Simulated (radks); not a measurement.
The numbers below are computed, except where a source is named.
All-electron atom: the chromium ion Cr3+ in [Ne] 3s1.5 3p6 3d3 4p0.5 (fractional occupations, a model configuration).

Level of theory: scalar-relativistic Kohn-Sham, LDA (Slater exchange, Perdew-Zunger correlation), spin-unpolarised, spherical densities, finite nucleus; Fermi nuclear charge, rms radius 3.6452 fm (a radial shooting solver on a logarithmic mesh with Libxc functionals).

Energy parts (eV):
part                      energy
total                 -28430.324
kinetic                28706.267
electron-nucleus      -66988.064
Hartree                11078.781
exchange-correlation   -1227.307

Orbitals (lengths in bohr, moments of r in powers of bohr; <r^-3> diverges for s and p1/2):
| orbital | occ. | eigenvalue (eV) | <r^-3> |
|---|---|---|---|
| 1s | 2 | -5913.754 | - |
| 2s | 2 | -712.6186 | - |
| 2p | 6 | -607.4335 | 361.3 |
| 3s | 1.5 | -117.3961 | - |
| 3p | 6 | -88.6143 | 46.60 |
| 3d | 3 | -43.8777 | 4.246 |
| 4p | 0.5 | -24.4971 | 6.421 |

The highest occupied level is 4p at -24.497 eV. The electron density at the nucleus is 1.141e+04 e/bohr^3 (large components only).
